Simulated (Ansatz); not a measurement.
Reaction (ligand exchange at the Si–C bond): `FBC[SiH3]` + `N=C(O)[SiH3]` → `N=C([SiH3])O[SiH3]` + `CBF`

Computed with Ansatz on PBE0-D4/def2-TZVP structures; ΔE is electronic, products minus reactants. CCSD(T)/CBS is the MP2 limit (def2-TZVPP, def2-QZVPP) plus CCSD(T) − MP2 in def2-TZVPP, frozen cores. This one scheme is used for every species. Functionals use def2-TZVPP. B3LYP here is the variant with VWN-RPA as its local correlation; programs differ in this. One conformer a species, not always the lowest.

Is it downhill or uphill in electronic energy at CCSD(T)/CBS, and by how much? (Best estimate.)

The calculation gave: Downhill: ΔE = -75.3 kJ/mol.

What do these levels give: r2SCAN-D4, ωB97X-V, ωB97M-V, B2PLYP, r2SCAN, B3LYP, HF/def2-TZVPP, SCS-MP2/def2-TZVPP, CCSD/def2-TZVPP, CCSD(T)/def2-TZVPP, HF/def2-QZVPP, SCS-MP2/def2-QZVPP? (Best estimate.)

Ansatz gave: r2SCAN-D4 -71.3, ωB97X-V -73.8, ωB97M-V -73.6, B2PLYP -77.6, r2SCAN -70.7, B3LYP -75.1, HF/def2-TZVPP -87.0, SCS-MP2/def2-TZVPP -80.1, CCSD/def2-TZVPP -76.5, CCSD(T)/def2-TZVPP -75.4, HF/def2-QZVPP -88.1, SCS-MP2/def2-QZVPP -80.2 kJ/mol.

Largest T1 diagnostic among the species: 0.014.

In def2-TZVPP, CCSD(T) changes the Hartree–Fock value by +11.7 kJ/mol (the triples alone add +1.2 kJ/mol) and MP2 by +9.9 kJ/mol. From PBE to PBE0 (25 % exact exchange), in def2-TZVPP and without D4, ΔE moves by −3.1 kJ/mol.
